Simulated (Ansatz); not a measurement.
Reaction (silylene formation by 1,1-elimination): `CC(C)[SiH](F)F` → F₂ + `CC(C)[SiH]`

Gas-phase electronic energies from Ansatz, PBE0-D4/def2-TZVP geometries. CBS: MP2 limit from def2 TZ/QZ plus the TZ coupled-cluster correction, frozen cores. This one scheme is used for every species. DFT in def2-TZVPP. One conformer a species, not always the lowest.

`CC(C)[SiH](F)F`:

Z-matrix (Å, degrees):
```
C
C 1 1.529
H 1 1.092 2 112.0
H 1 1.094 2 110.5 3 -120.3
H 1 1.093 2 111.1 3 120.6
C 2 1.529 1 111.8 3 177.9
Si 2 1.854 1 111.9 3 -57.4
H 2 1.099 1 108.5 3 58.4
H 6 1.094 2 110.6 1 -58.6
H 6 1.093 2 112.3 1 -178.7
H 6 1.093 2 111.1 1 60.6
F 7 1.593 2 109.8 1 -61.4
F 7 1.592 2 110.2 1 55.8
H 7 1.479 2 114.5 1 177.5
```

F₂:

```xyz
2

F    -0.446    0.157    0.500
F     0.446   -0.157   -0.500
```

`CC(C)[SiH]`:

Z-matrix (Å, degrees):
```
C
C 1 1.532
Si 1 2.312 2 54.8
H 1 1.146 2 112.9 3 5.0
H 1 1.089 2 112.0 3 -112.0
H 1 1.090 2 114.0 3 120.6
C 2 1.513 1 114.4 3 123.2
H 2 1.091 1 110.2 3 -110.6
H 3 1.529 1 85.5 2 -99.6
H 7 1.093 2 111.1 1 -173.7
H 7 1.093 2 110.7 1 -54.4
H 7 1.096 2 112.0 1 66.3
```

```csv
species,r2SCAN0 energy (Eh)
`CC(C)[SiH](F)F`,-608.38794
F₂,-199.48138
`CC(C)[SiH]`,-408.49061
```

Task: Work out ΔE.

Result: ΔE = (-199.48138) + (-408.49061) − (-608.38794) = 0.41595 Eh = +11.32 eV. CCSD(T)/CBS gives +11.18 eV.

Largest T1 diagnostic among the species: 0.012.

From BLYP to BHLYP (50 % exact exchange), in def2-TZVPP and without D4, ΔE moves by +1.07 eV. Leaving LDA and LC-ωPBE aside and taking each functional with its dispersion term where it has one, the values, not all of them listed here, spread over 1.27 eV, from revPBE-D4 to BHLYP-D4. LDA lies +0.48 eV from PBE without D4.
